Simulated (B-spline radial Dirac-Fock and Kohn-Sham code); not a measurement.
Yb²⁺: L3-M45M45 lines in intermediate coupling

System: Yb²⁺, [Xe] 4f14.

Model: Dirac-Fock ΔSCF + Breit + QED. Program: a radial atomic solver. The two-hole levels come from diagonalising the Coulomb interaction among the jj configurations; intensities are independent-particle Coulomb rates. Kinetic energies are from the vacuum level. Electron correlation is not included.

```
kinetic energy (eV)  J  leading jj holes (weight)  leading LS term (weight)
             5696.2  0                M4M4 (0.98)                ¹S0 (0.55)
             5718.5  2                M4M4 (0.99)                ³F2 (0.57)
             5757.1  4                M4M5 (0.99)                ¹G4 (0.88)
             5758.4  1                M4M5 (1.00)                ³P1 (1.00)
             5762.6  2                M4M5 (0.99)                ³P2 (0.52)
             5771.2  3                M4M5 (1.00)                ³F3 (1.00)
             5791.8  0                M5M5 (0.98)                ³P0 (0.55)
             5809.0  2                M5M5 (1.00)                ¹D2 (0.50)
             5817.0  4                M5M5 (0.99)                ³F4 (0.88)
```

The intensity is shared as follows: 5757.1 eV 49.5 %, 5817.0 eV 23.2 %, 5809.0 eV 8.5 %, 5771.2 eV 7.7 %, 5762.6 eV 5.7 %, 5718.5 eV 2.8 %, 5791.8 eV 1.4 %, 5696.2 eV 0.7 %, 5758.4 eV 0.6 %.

The strongest line, by its leading LS label ¹G4, lies at 5757.1 eV. The mean weight of the leading component is 0.99 in jj and 0.72 in LS coupling, so jj labels describe these levels better.

Values without a named source are computed, but for edge energies of neutral atoms, which are taken from tables.
